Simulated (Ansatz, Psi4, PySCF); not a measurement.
C2H5O (SMILES C[CH-]O), charge -1, singlet, geometry from GFN2-xTB (in this run its highest filled SCF level lies above zero, so its values depend strongly on the basis, on diffuse functions most of all). Base run: PBE/6-311G** run with PySCF.

Input for PySCF:
```python
from pyscf import gto, scf, dft

mol = gto.Mole()
mol.atom = '''
    C     1.11701280   -0.45538201    0.16584940
    C     0.08054857    0.68537464    0.06351505
    O    -1.26679294    0.00053142   -0.21741353
    H    -1.54067912   -0.29799928    0.65522787
    H     0.27418481    1.16455386   -0.94448532
    H     2.12245125   -0.01877928    0.23543440
    H     0.95379974   -1.03911597    1.08571755
    H     1.13921864   -1.19286638   -0.66877288
'''
mol.basis = '6-311g**'
mol.charge = -1
mol.verbose = 4
mol.build()

mf = dft.RKS(mol)
mf.xc = 'pbe'
mf.kernel()
```

The same geometry, method and basis name were run in Ansatz (a quantum-chemistry and plane-wave program) and Psi4 and PySCF, at each program's defaults and at the settings that a row names. The base is PySCF at its defaults. Differences at the defaults can come from grids, fitting, cores and function types together.

```csv
code and settings,ΔE vs base (mEh),basis functions,E (Eh),SCF cycles
"PySCF, defaults (exact integrals, its default grid, spherical functions)",0.000,84,-154.19502,11
"Psi4, defaults (density fitting with its default set, its default grid, spherical functions)",…,84,…,10
"Ansatz, defaults (factorised integrals, its default grid, spherical functions)",0.000,84,-154.19502,-
"PySCF, density fitting with def2-universal-jkfit",-0.085,84,-154.19511,11
"PySCF, fine grid",0.004,84,-154.19502,11
"Psi4, exact integrals, spherical functions, fine grid",0.004,84,-154.19502,13
"Ansatz, high accuracy",0.004,84,-154.19502,-
```

**Question.** Some entries are withheld; supply them.

**Answer.** 
- Psi4, defaults (density fitting with its default set, its default grid, spherical functions), ΔE vs base (mEh): -0.062
- Psi4, defaults (density fitting with its default set, its default grid, spherical functions), E (Eh): -154.19508
